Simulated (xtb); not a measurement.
Sn(OH)3(SH) (H4O3SSn), SMILES [OH][Sn]([OH])([OH])[SH]. All values are semi-empirical tight-binding results from xtb (GFN2-xTB unless named), good for trends rather than for accurate numbers. The structure is a stationary point at GFN2-xTB. The structure was generated by enumeration; whether it is a known compound was not checked. Other conformers were not sampled.

For metal compounds this method's bond lengths and energies can be far off.

```
Property                                      Result
-------------------------------------  -------------
orbital gap                                  2.70 eV
zero-point energy                      27.8 kcal/mol
G − E(el) at 298.15 K (modified RRHO)   5.1 kcal/mol
```
